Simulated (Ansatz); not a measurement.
`N[SiH2][AsH]O` → `O[AsH2]` + `N[SiH]` at 400 K and 1 bar (silylene formation by 1,1-elimination).

Calculated with Ansatz (gas phase, PBE0-D4/def2-TZVP geometries, no zero-point term in ΔE). CCSD(T)/CBS is the MP2 limit (def2-TZVPP, def2-QZVPP) plus CCSD(T) − MP2 in def2-TZVPP, frozen cores. This one scheme is used for every species. For As outer-core shells are correlated without core-valence functions, which leaves a few kJ/mol of doubt a bond. Scalar relativity is left out up to krypton. One conformer a species, not always the lowest.

| species | CCSD(T)/CBS energy (Eh) | H − E (kJ/mol) | S (J/(mol·K)) |
| --- | --- | --- | --- |
| `N[SiH2][AsH]O` | -2657.60388 | 207.0 | 400.4 |
| `O[AsH2]` | -2311.97217 | 94.9 | 282.5 |
| `N[SiH]` | -345.56329 | 104.6 | 261.0 |

H − E and S are ideal-gas, rigid-rotor, harmonic terms from PBE0-D4/def2-TZVP, for one conformer and one mirror image of each species. 1 Eh = 2625.50 kJ/mol, R = 8.31446 J/(mol·K).

Problem. By hand: ΔE, ΔH, ΔS and ΔG.

Solution. ΔE = (-2311.97217) + (-345.56329) − (-2657.60388) = 0.06842 Eh = 179.6 kJ/mol. Δ(H − E) = 94.9 + 104.6 − 207.0 = -7.5, so ΔH = 172.1 kJ/mol. ΔS = 282.5 + 261.0 − 400.4 = 143.1 J/(mol·K). ΔG = 172.1 − 400 × (143.1)/1000 = 114.9 kJ/mol.

Problem. By hand: the equilibrium constant, and the temperature at which ΔG would vanish if ΔH and ΔS stayed fixed.

Solution. log₁₀ K = −ΔG/(RT ln 10) = -15.0. ΔG = 0 at ΔH/ΔS = 1203 K.

The number of gas molecules changes by +1, which sets the sign of ΔS. A doubt of 5 kJ/mol in ΔE shifts log₁₀ K by 0.7 here. Other conformers and mirror images would add mixing entropy, several J/(mol·K) or more a flexible species. Modes under 60 cm⁻¹, often nearly free rotors, make the harmonic entropy too high. These are equilibria of isolated gas molecules and say nothing of rates. Largest T1 diagnostic: 0.015 (customary marks: 0.02 for closed shells, 0.045 for open ones).
